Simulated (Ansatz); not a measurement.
```yaml
crystal:
  periodic: [false, false, false]
  atoms:
    - {symbol: B, position_ang: [-0.176364, 1.733788, 0.070324]}
    - {symbol: N, position_ang: [-0.073891, 0.466163, 0.655923]}
    - {symbol: Si, position_ang: [-0.285050, -1.064414, -0.144897]}
    - {symbol: O, position_ang: [1.112112, -1.920364, -0.258079]}
    - {symbol: H, position_ang: [-0.429192, 1.811769, -1.098167]}
    - {symbol: H, position_ang: [-0.008079, 2.714632, 0.736930]}
    - {symbol: H, position_ang: [0.146844, 0.436731, 1.642625]}
    - {symbol: H, position_ang: [-1.169194, -1.931715, 0.664386]}
    - {symbol: H, position_ang: [-0.852957, -0.744276, -1.475059]}
    - {symbol: H, position_ang: [1.819072, -1.553615, -0.791187]}
basis:
  gaussian: {orbitals: ANO-RCC-VTZP}
magnetization: {spin_polarized: true, initial_magnetization: 0}
hamiltonian: {xc: {name: HF}}
correlation: {method: mp2, frozen_orbitals: {B: 9}}
```

```sh
$ ansatz run in.yaml --threads 2 --pin off --events-out ev --progress --plain --max-ram 4352MiB
```

Task: How does Ansatz answer? (An estimate is asked.)

Result: Ansatz gave: The input was rejected before any iteration.
```
Functional definition: HF
Error: "frozen_orbitals" has no count for N
```
